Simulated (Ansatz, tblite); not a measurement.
Removing and adding an electron: 1-ethyl-3-methylimidazolium trifluoroacetate (C8H11F3N2O2). The state is a singlet with charge 0. Geometry: PBE0-D4/def2-SVP. Ansatz, gas phase; energy differences of separate SCF runs; the oxidised species was run as a doublet alone; the reduced species was run as a doublet alone.

Cartesian coordinates in Å:
```
C 0.469 3.213 -0.714
C 1.218 2.032 -0.129
N 0.429 1.305 0.862
C 0.150 1.685 2.155
C -0.636 0.706 2.686
N -0.816 -0.242 1.702
C -1.574 -1.480 1.807
C -0.167 0.140 0.602
H 1.102 3.720 -1.457
H 0.196 3.949 0.057
H -0.448 2.879 -1.221
H 1.470 1.299 -0.910
H 2.155 2.346 0.356
H 0.533 2.602 2.594
H -1.070 0.603 3.677
H -1.348 -2.082 0.908
H -2.648 -1.256 1.866
H -1.261 -2.021 2.710
H -0.066 -0.398 -0.403
O -0.534 -2.764 -0.789
C 0.054 -2.196 -1.713
O 0.366 -0.986 -1.829
C 0.496 -3.066 -2.916
F -0.019 -2.598 -4.060
F 1.830 -3.052 -3.043
F 0.120 -4.337 -2.799
```

The xTB rows come from tblite. HOMO above LUMO, or a gap near zero within one spin, warns that the state may not be the lowest or that an electron is smeared out.

(1) Estimate orbital energies and vertical ionisation energies and electron affinities at: GFN1-xTB; GFN2-xTB; PBE-D4/def2-SVP; PBE0-D4/def2-SVP.

## Answers

(1) 
```tsv
level	−HOMO (eV)	vertical IE (eV)	−LUMO (eV)	vertical EA (eV)	HOMO–LUMO gap (eV)	IE − EA (eV)	remarks
GFN1-xTB	10.91	14.10	8.12	4.89	2.80	9.21	–
GFN2-xTB	10.04	13.24	7.36	4.09	2.68	9.15	–
PBE-D4/def2-SVP	4.52	7.94	1.63	–	2.89	–	gap within one spin near zero (+1 doublet)
PBE0-D4/def2-SVP	6.35	8.59	0.65	-1.10	5.70	9.69	HOMO above zero (-1 doublet)
```

Relaxing the reduced species (PBE0-D4/def2-SVP) changes its energy by -0.95 eV at PBE0-D4/def2-SVP, so the adiabatic electron affinity to this nearest minimum is -0.15 eV. The highest occupied level of the relaxed charge -1 doublet lies above zero (up to 0.66 eV). By energy differences, losing it releases 0.15 eV (each at its own geometry, to the charge 0 singlet, at PBE0-D4/def2-SVP).  Run but left out: PBE-D4/def2-SVP (charge -1 doublet: an occupied level 0.03 eV above an empty one).   A HOMO above zero means that the electron is unbound at that level or that self-interaction error raises the level; the energy of removing that electron tells which. Raw xTB energy differences between charge states are shifted by several eV; the methods need an empirical correction for them. Sets without diffuse functions give affinities that are too small. A negative affinity means that the extra electron isn't bound; its size then hangs on the basis.
